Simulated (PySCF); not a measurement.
Partial charges of `C=C[C@@H](CF)CC(=O)[O-]`

C₆H₈FO₂ (charge -1).
Cartesian coordinates in Å at the GFN2-xTB level; atoms count from 1:
```
atom  x, y, z in Å
C1    -1.9386   -1.6125   -0.0334
C2    -0.7964   -1.0093    0.2376
C3    -0.3535    0.2864   -0.3642
C4    -0.3125    1.3797    0.7007
F5    -1.5928    1.8003    1.0379
C6     1.0544    0.1305   -0.9542
C7     2.1524    0.0571    0.2034
O8     2.8184    1.0885    0.3534
O9     2.2050   -1.0090    0.8284
H10   -2.6616   -1.1869   -0.7145
H11   -2.2116   -2.5551    0.4143
H12   -0.0678   -1.4451    0.9087
H13   -1.0658    0.5985   -1.1435
H14    0.2200    2.2622    0.3373
H15    0.1565    1.0201    1.6183
H16    1.2872    0.9895   -1.5888
H17    1.0996   -0.7830   -1.5523
```

Density: PBE0/pcSseg-1 (PySCF); schemes: Mulliken, IAO, Hirshfeld and ESP-fitted. One conformer (not necessarily the lowest) at the GFN2-xTB geometry, without solvent, vibrations or thermal averaging. The pcSseg-1 basis has no diffuse functions, a weakness for an anion.

For which atoms does the sign change between the 4 schemes (beyond +0.03 e in one, beyond −0.03 e in another)?

C3. Atomic charges aren't observables, and each scheme defines them in its own way.

At which atom do the 4 schemes differ most?

At C7: from +0.114 (Hirshfeld) to +0.863 e (ESP-fitted), 0.749 e apart.

Do the Mulliken, IAO, Hirshfeld and ESP-fitted schemes agree on where the charge is lowest?

The schemes don't all agree: Mulliken O8 (-0.567); IAO O9 (-0.662); Hirshfeld O8 (-0.429); ESP-fitted O8 and O9 (-0.775).

What partial charge does each atom carry?

In e:

| atom | environment | Mulliken | IAO | Hirshfeld | ESP-fitted |
| --- | --- | --- | --- | --- | --- |
| C1 | terminal =CH2 carbon | -0.167 | -0.360 | -0.143 | -0.562 |
| C2 | alkene CH carbon | -0.130 | -0.111 | -0.035 | -0.051 |
| C3 | allylic carbon | -0.392 | -0.114 | -0.038 | +0.155 |
| C4 | sp3 C–F carbon | +0.257 | +0.042 | +0.015 | +0.031 |
| F5 | alkyl fluorine | -0.376 | -0.357 | -0.159 | -0.291 |
| C6 | sp3 carbon next to a carbonyl | -0.182 | -0.345 | -0.110 | -0.477 |
| C7 | carboxylate carbon | +0.363 | +0.500 | +0.114 | +0.863 |
| O8 | carboxylate oxygen | -0.567 | -0.657 | -0.429 | -0.775 |
| O9 | carboxylate oxygen | -0.561 | -0.662 | -0.414 | -0.775 |
| H10 | vinylic hydrogen | +0.078 | +0.122 | +0.021 | +0.170 |
| H11 | vinylic hydrogen | +0.083 | +0.128 | +0.024 | +0.170 |
| H12 | vinylic hydrogen | +0.126 | +0.170 | +0.033 | +0.156 |
| H13 | methine hydrogen | +0.082 | +0.113 | +0.021 | +0.033 |
| H14 | methylene hydrogen | +0.099 | +0.140 | +0.034 | +0.086 |
| H15 | methylene hydrogen | +0.113 | +0.149 | +0.039 | +0.090 |
| H16 | methylene hydrogen | +0.082 | +0.120 | +0.011 | +0.079 |
| H17 | methylene hydrogen | +0.093 | +0.124 | +0.014 | +0.095 |

Mean size of the charges over all atoms: ESP-fitted 0.286 e, IAO 0.248 e, Mulliken 0.221 e, Hirshfeld 0.097 e. Each set sums to the total charge, -1, to within 0.001 e. The Mulliken scheme gives each basis function's population to the atom it is centred on and halves the overlap population of two atoms between them.

Sum the charges by element, for elements with more than one atom.

| element | atoms | Mulliken | IAO | Hirshfeld | ESP-fitted |
| --- | --- | --- | --- | --- | --- |
| C | 6 | -0.251 | -0.388 | -0.196 | -0.039 |
| O | 2 | -1.128 | -1.320 | -0.843 | -1.550 |
| H | 8 | +0.754 | +1.065 | +0.198 | +0.880 |

How many electrons does the IAO scheme count on C6?

Z − q = 6 − (-0.345) = 6.345.

How closely do the schemes follow one another over all atoms?

Correlation coefficient and root-mean-square difference: IAO with ESP-fitted 0.96, 0.136 e; IAO with Hirshfeld 0.95, 0.174 e; Mulliken with IAO 0.92, 0.118 e; Mulliken with Hirshfeld 0.89, 0.151 e; Hirshfeld with ESP-fitted 0.89, 0.271 e; Mulliken with ESP-fitted 0.81, 0.238 e.
